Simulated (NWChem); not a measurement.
**Lowest excitation of H$_{2}$ClGa**

```xyz
4

Ga     0.0000     0.0000     0.7120
H     -1.4237     0.0000     1.3741
H      1.4237     0.0000     1.3741
Cl     0.0000     0.0000    -1.4601
```
Charge 0, spin multiplicity 1.

All runs are NWChem calculations. The geometry was optimised at PBE/def2-SVP, a minimum by its harmonic frequencies.

Basis set: def2-SVPD. CR-EOMCCSD(T) is the triples correction to the same EOM-CCSD root.

The Hamiltonian is non-relativistic. The correlated methods keep 14 core orbitals frozen. B3LYP has NWChem's definition, with VWN1-RPA local correlation. The structure started from a generated list of species. Coupled-cluster values serve here as a point of comparison, not as the truth.

Problem. Order these methods by the lowest vertical singlet excitation energy they give, lowest first: TD-PBE, EOM-CCSD, CR-EOMCCSD(T), CIS, TD-B3LYP, TD-CAM-B3LYP.

Solution. TD-PBE (4.55 eV), TD-B3LYP (4.93 eV), TD-CAM-B3LYP (5.22 eV), CR-EOMCCSD(T) (5.40 eV), EOM-CCSD (5.52 eV), CIS (6.40 eV)
